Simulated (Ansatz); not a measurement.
One change: `CO[SiH2]Br` becomes `CO[SiH2]C`.

Ansatz, PBE0-D4/def2-TZVP geometries, multiplicity 1. Each molecule was computed in one conformer, which needn't be the lowest.

Scalar relativity is left out up to krypton. Spin–orbit coupling is left out; it splits and shifts lone-pair levels of the heavy atoms by tenths of an eV.

```tsv
property	`CO[SiH2]Br`
zero-point energy (PBE0-D4/def2-TZVP) / kJ/mol	160.4
HOMO energy (B3LYP/def2-TZVPP) / eV	-8.09
HOMO energy (PBE/def2-TZVPP) / eV	-7.05
LUMO energy (PBE0/def2-TZVPP) / eV	0.30
HOMO–LUMO gap (B3LYP/def2-TZVPP) / eV	8.18
size of the dipole moment (PBE/def2-TZVPP) / D	1.54
```

(1) Give the same properties after the change, and the shifts. (Estimate.)

Results:

(1) Computed: 
```
                                      property  `CO[SiH2]C`  shift
zero-point energy (PBE0-D4/def2-TZVP) / kJ/mol        252.1   91.7
           HOMO energy (B3LYP/def2-TZVPP) / eV        -7.73   0.36
             HOMO energy (PBE/def2-TZVPP) / eV        -6.45   0.60
            LUMO energy (PBE0/def2-TZVPP) / eV         0.87   0.57
         HOMO–LUMO gap (B3LYP/def2-TZVPP) / eV         8.36   0.18
size of the dipole moment (PBE/def2-TZVPP) / D         1.41  -0.13
```

With PBE0 the HOMO rises by 0.40 eV and the LUMO rises by 0.57 eV, so the gap widens by about 0.17 eV. PBE moves the HOMO by 0.60 eV and ωB97M-V by 0.25 eV. The zero-point energy changes by 91.7 kJ/mol with +9 modes. Dipoles are sizes alone; their direction can turn.

B3LYP here is the variant with VWN-RPA as its local correlation; programs differ in this.

Positive LUMOs are unbound, so they and the gaps depend on the basis.
